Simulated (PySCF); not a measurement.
B(Cl)(OH)(OMe) (CH₄BClO₂), SMILES ClB(OC)O. Atoms are numbered in the order given.

```xyz
9

B      0.0765     0.1869     0.0630
Cl    -0.2037    -0.3431     1.7384
O      0.5989     1.4116    -0.1882
H      0.7776     1.9109     0.6139
O     -0.2485    -0.6661    -0.9187
C     -0.0698    -0.3538    -2.2799
H      0.6482    -1.0607    -2.7232
H     -1.0318    -0.4654    -2.8024
H      0.3016     0.6719    -2.4221
```
Charge 0, spin multiplicity 1.

The structure is a stationary point at PBE0-D3(BJ)/def2-SVP. One conformer was computed; it need not be the lowest.

Two levels are set side by side: PBE/pcSseg-1 (PySCF) and PBE0/pcSseg-1 (PySCF). GIAO shifts against BF3 (¹¹B), H2O (¹⁷O), HCl (³⁵Cl), TMS (¹H), TMS (¹³C) at the same level; non-relativistic, no solvent, atoms listed together averaged. Without spin–orbit terms, shifts of atoms bonded to Cl or Br come out too high at both levels. Differences are taken from unrounded values.

```
quantity               PBE0    PBE  PBE minus PBE0
--------------------  -----  -----  --------------
δ(¹¹B) of B1 (ppm)     11.9   11.1            -0.9
δ(³⁵Cl) of Cl2 (ppm)   65.1   77.1            12.0
δ(¹⁷O) of O3 (ppm)    128.9  138.5             9.6
δ(¹H) of H4 (ppm)      4.15   4.06           -0.08
δ(¹⁷O) of O5 (ppm)     97.7  110.6            12.9
δ(¹³C) of C6 (ppm)     55.2   56.7             1.5
```

Rough cost on one machine, each run with all the roots and properties that it gave: PBE0 against PBE within a factor of 2.
